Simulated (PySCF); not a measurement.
A PySCF script (with the pyscf-properties extension) for the NMR shieldings of `FCOB(F)C1CCC1`, C5H9BF2O, on a GFN2-xTB geometry:

```python
import basis_set_exchange as bse
import numpy as np
from pyscf import gto, dft
from pyscf.prop import nmr

atoms = """
F     3.340216    0.926191   -1.818723
C     3.275905    0.417231   -0.553103
O     2.098201   -0.289819   -0.401855
B     0.932735    0.258693   -0.006901
F     0.935301    1.533946    0.398047
C    -0.407598   -0.575674   -0.036435
C    -1.308073   -0.348032   -1.285058
C    -2.530504   -0.224450   -0.367474
C    -1.594141   -0.116831    0.842673
H     4.121710   -0.273324   -0.442973
H     3.350307    1.271787    0.134084
H    -0.215018   -1.641620    0.087922
H    -1.076881    0.579814   -1.804008
H    -1.317618   -1.162224   -2.005192
H    -3.135694   -1.128533   -0.350918
H    -3.177936    0.630375   -0.549445
H    -1.473226    0.905988    1.192478
H    -1.826448   -0.757201    1.690465
"""
names = dict.fromkeys(["F", "C", "O", "B", "H"], "pcSseg-1")
basis = {el: gto.basis.parse(bse.get_basis(n, elements=[el], fmt="nwchem")) for el, n in names.items()}
mol = gto.M(atom=atoms, basis=basis, charge=0, verbose=0)
mf = dft.RKS(mol, xc="PBE0")
mf.grids.level = 2
mf.grids.alignment = dft.numint.BLKSIZE   # the property module wants whole blocks of grid points
mf.conv_tol = 1e-9
mf.kernel()

calc = nmr.RKS(mf)   # GIAO
C = mf.mo_coeff
Co = C[:, mf.mo_occ > 0]
resp = mf.gen_response(singlet=True, hermi=2)
def vind(x):   # induced exchange potential for any number of trial vectors
    d = np.einsum("pi,xij,qj->xpq", C, 2 * x.reshape(-1, C.shape[1], Co.shape[1]), Co, optimize=True)
    return np.einsum("xpq,pi,qj->xij", resp(d - d.transpose(0, 2, 1)), C, Co, optimize=True).ravel()
mo1, _ = nmr.rhf.solve_mo1(calc, with_cphf=vind)
sigma = calc.kernel(mo1)
for i, s in enumerate(sigma):   # ppm
    w = np.linalg.eigvalsh((s + s.T) / 2)
    print("%2d %-2s iso %8.1f  s11 %8.1f  s22 %8.1f  s33 %8.1f" % (i, mol.atom_pure_symbol(i), w.mean(), *w))
```

Q: What does it print?

A: 
```
 0 F  iso    334.0  s11    212.0  s22    346.9  s33    443.3
 1 C  iso     87.2  s11     62.9  s22     81.4  s33    117.4
 2 O  iso    167.6  s11     36.7  s22    151.9  s33    314.3
 3 B  iso     71.2  s11     45.4  s22     82.4  s33     85.8
 4 F  iso    273.0  s11    101.7  s22    279.2  s33    438.1
 5 C  iso    166.4  s11    150.4  s22    169.3  s33    179.4
 6 C  iso    163.4  s11    146.4  s22    162.4  s33    181.5
 7 C  iso    165.2  s11    150.2  s22    165.5  s33    179.8
 8 C  iso    165.6  s11    152.3  s22    164.7  s33    179.9
 9 H  iso     26.0  s11     21.4  s22     25.9  s33     30.7
10 H  iso     25.4  s11     21.8  s22     26.2  s33     28.2
11 H  iso     29.5  s11     26.1  s22     29.1  s33     33.2
12 H  iso     29.6  s11     26.3  s22     29.0  s33     33.4
13 H  iso     29.6  s11     26.0  s22     27.0  s33     35.7
14 H  iso     29.4  s11     26.5  s22     27.1  s33     34.6
15 H  iso     29.7  s11     26.2  s22     26.7  s33     36.4
16 H  iso     29.3  s11     26.0  s22     28.9  s33     33.1
17 H  iso     29.8  s11     26.4  s22     26.7  s33     36.4
```

These numbers come from an equivalent density-fitted implementation of the same equations, which agrees with the script to about 0.01 ppm for H and up to a few tenths of a ppm for heavy atoms, so last digits may differ.

Size and cost of the density-fitted run: 198 basis functions, 60 s wall time on 1 thread of an Arm Neoverse N1, shared host; peak memory 0.87 GiB.
